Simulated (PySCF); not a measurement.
## How methods differ on the excitation energy of Sb²⁺

Sb²⁺ [Kr] 4d10 5s2 5p1 (2P) → Sb²⁺ [Kr] 4d10 5s1 5p2, s spin flipped, as a difference of total energies. Computed with PySCF 2.14 in x2c-TZVPPall, with the spin-free X2C one-electron Hamiltonian (Gaussian nucleus). Correlated levels: valence: [Kr] 4d10 frozen. The calculations carry no spin-orbit coupling.

```tsv
method	excitation energy (eV)
UHF	10.359
MP2 (valence)	9.754
SCS-MP2 (valence)	9.687
```

Q: How much does correlation contribute at MP2 (valence)?

A: 9.754 − (10.359) = -0.605 eV, measured against UHF.

The upper determinant mixes two multiplicities, so it lies between the two terms.

The coupled-cluster amplitudes are large for the upper state (T1 above 0.03 or a double amplitude above 0.15), so a single reference is strained.
